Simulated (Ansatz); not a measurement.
Stepwise substitution at one centre (B H-F). Isolated molecules, 0 K electronic values unless said otherwise. Strings in code marks are SMILES.

Quantity: vertical ionisation energy (energy after one electron is removed minus that of the parent at the parent's geometry), in eV.

A: `BF`
B: `FBF`
C: `B`

Question: Put the candidates in order of vertical ionisation energy (energy after one electron is removed minus that of the parent at the parent's geometry), lowest first, for frozen-core CCSD(T)/cc-pVQZ // B3LYP-D3(BJ)/def2-TZVP (Ansatz, a quantum-chemistry and plane-wave program).

Answer: A (12.80 eV), C (13.31 eV), B (14.49 eV)
